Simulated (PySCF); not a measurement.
Sn: ionisation energy

Sn [Kr] 4d10 5s2 5p2 (3P) → Sn⁺ [Kr] 4d10 5s2 5p1 (2P), as a difference of total energies. Computed with PySCF 2.14 in cc-pVTZ-PP with ECP28MDF, with scalar relativity through the core potential. Correlated levels: valence: 4s2 4p6 4d10 frozen. The calculations carry no spin-orbit coupling.

Q: Order these methods by the ionisation energy they give, lowest first.
A. CCSD (valence)
B. CCSD(T) (valence)
C. SCS-MP2 (valence)
D. M06-L

A: D (6.953 eV), C (7.090 eV), A (7.185 eV), B (7.210 eV).

Errors of the correlated levels include the incompleteness of this basis and the frozen core.

For comparison: 7.389 eV (measured; NIST levels, between the centres of gravity of the two terms).
